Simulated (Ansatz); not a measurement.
This geometry of C$_{2}$H$_{8}$OSi$_{2}$ (13 atoms, charge 0, multiplicity 1) is a first-order saddle point.

Theory: RKS PBE0/6-31G (Ansatz 0.2.0).

```xyz
13
Properties=species:S:1:pos:R:3
Si -1.544 0.355 -1.244
C -0.527 -0.397 0.220
C 0.958 -0.775 -0.059
Si 1.400 0.451 1.359
O -0.372 0.642 1.298
H -1.847 1.796 -0.966
H -0.750 0.262 -2.525
H -2.834 -0.395 -1.449
H -1.076 -1.243 0.646
H 1.330 -0.490 -1.046
H 1.192 -1.827 0.121
H 1.924 -0.112 2.652
H 2.167 1.697 1.010
```

Task: Which two structures does it join? (They come from a converged band through this point; their orientation in space is the band's.)

Result: No bond is made or broken. The dihedral H8–Si1–C2–O5 goes from -178 to -58°. The two ends are copies of one structure, up to a mirror image or an exchange of like atoms.

First end point:

```xyz
13
Properties=species:S:1:pos:R:3
Si -1.569 0.576 -1.087
C -0.584 -0.173 0.383
C 0.656 -1.040 0.017
Si 1.687 0.251 1.007
O 0.056 0.966 1.131
H -2.586 1.567 -0.603
H -0.594 1.254 -2.010
H -2.271 -0.519 -1.853
H -1.255 -0.700 1.068
H 0.889 -1.087 -1.050
H 0.632 -2.054 0.423
H 2.279 -0.176 2.324
H 2.680 1.101 0.264
```

Last end point:

```xyz
13
Properties=species:S:1:pos:R:3
Si -1.486 0.249 -1.308
C -0.491 -0.499 0.155
C 1.044 -0.646 -0.051
Si 1.227 0.532 1.462
O -0.549 0.484 1.294
H -0.804 1.518 -1.740
H -1.500 -0.711 -2.473
H -2.899 0.542 -0.898
H -0.943 -1.439 0.488
H 1.425 -0.239 -0.992
H 1.420 -1.663 0.077
H 1.744 -0.053 2.749
H 1.833 1.892 1.252
```

Task: How far does it lie above each of them?

Result: 0.092 eV above the first and 0.092 eV above the second. This is the barrier of this one path; another mechanism may lie lower. Limits of this set-up: no polarisation functions.

The run took 2.7 min on 1 thread of Arm Neoverse V1, with other jobs on the host, peak memory 0.17 GiB.
